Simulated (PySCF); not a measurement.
A structure optimised at PBE0-D3(BJ)/def2-SVP, used in a PySCF frequency run:

```xyz
10

In    -0.0006     0.3997     0.0000
Cl     2.0201     1.5451     0.0000
Cl    -2.0613     1.4724     0.0000
O      0.0279    -1.5073    -1.0933
C      0.0351    -2.1493     0.0000
C      0.0185    -3.6407     0.0000
O      0.0279    -1.5073     1.0933
H      0.4989    -4.0280     0.9060
H      0.4989    -4.0280    -0.9060
H     -1.0329    -3.9681     0.0000
```
Charge 0, spin multiplicity 1.

Question: Write its SMILES, formula and point group.

Answer: CC(=O)[O][In]([Cl])[Cl], C2H3Cl2InO2, Cs

Question: What are its rotational constants (standard atomic weights)?

Answer: 1.5004, 0.91301, 0.62351 GHz
